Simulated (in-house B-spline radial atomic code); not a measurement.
How numerical settings move a run on P²⁺, [Ne] 3s2 3p1. Computed with an all-electron radial atomic-structure program (B-spline basis): Dirac-Kohn-Sham LDA VWN5, spherical fractional occupations, Fermi nucleus of rms radius 3.1889 fm.

Command:
```bash
python run_scf.py task.json out
```
Settings of the sound reference run:
```
Z                15
electrons        13
configuration    [Ne] 3s2 3p1
hamiltonian      dirac
method           lda,vwn
spin_polarised   False
nucleus          fermi
rms_radius       3.1889
mass_number      31
atomic_mass      30.97376
speed_of_light   137.036
knot_spacing     0.22
spline_order     8
gauss_points     12
box_radius       22.22
max_iterations   70
damping          0.5
damped_steps     3
diis_vectors     10
tolerance        1e-08
start            Thomas-Fermi
```

Cost of the run: 1.2 s on 1 thread of Arm Neoverse N1, on a shared host.

It converges in 8 iterations to -339.725894 hartree, with 3p3/2 at -24.3645 eV. The other runs change the listed settings, some to values that make no sense; their results aren't properties of the atom or ion. Radii are in bohr (the nuclear one in fm), a minus after a letter asks for a j subshell, and «unchanged» means within 1e-8 hartree. The run stops when the residual is below 10 × tolerance × max(1, Z/10), or a noise floor if that is larger, and the energy moves by less than 1e-8 × √|E| hartree; so very loose and very tight tolerances often act alike.

```tsv
changed settings	outcome
box_radius = 11.11, max_iterations = 100, diis_vectors = 1	converged in 20 iterations, energy unchanged, 3p3/2 level +4.2e-06 eV
method = revtpss,revtpss	stopped with error: meta-GGAs are not served with the Dirac Hamiltonian
max_iterations = 50, damped_steps = 0, tolerance = 0.001, start = bare nucleus	converged in 7 iterations, energy unchanged, 3p3/2 level +1.6e-05 eV
max_iterations = 12	converged in 8 iterations, energy unchanged
damped_steps = 1	converged in 7 iterations, energy unchanged
knot_spacing = 1, box_radius = 44.44, max_iterations = 50, damping = 0.95, damped_steps = 0	converged in 6 iterations, energy +1.12e+00 hartree from the reference, 3p3/2 level -2.1e-01 eV
spline_order = 4, max_iterations = 50, damped_steps = 1, diis_vectors = 20, tolerance = 0.001	converged in 6 iterations, energy +8.02e-05 hartree from the reference, 3p3/2 level -1.3e-04 eV
damped_steps = 0	converged in 6 iterations, energy unchanged, 3p3/2 level -3.0e-07 eV
electrons = 14, configuration = [Ne] 3s2 3p1 4p-1, max_iterations = 100	converged in 9 iterations to -339.9841 hartree, a different physical problem (warning: 4p1/2 reaches the box edge)
start = bare nucleus	converged in 9 iterations, energy unchanged
max_iterations = 3	not converged after 3 iterations, last residual 2.5e-02, last energy +1.25e-02 hartree from the reference
```

Q: What happens with knot_spacing = 0.15, gauss_points = 16, first_knot = 0.000667, max_iterations = 8?

A: Converged in 8 iterations, energy +1.13e-06 hartree from the reference.

Q: What happens with damped_steps = 8?

A: Converged in 12 iterations, energy unchanged.

Q: What happens with max_iterations = 5?

A: Not converged after 5 iterations, last residual 3.4e-03, last energy +1.95e-04 hartree from the reference.

Q: What happens with electrons = 14, configuration = [Ne] 3s2 3p1 4s-1, max_iterations = 50?

A: Stopped with error: j subshells need the Dirac Hamiltonian and l > 0.
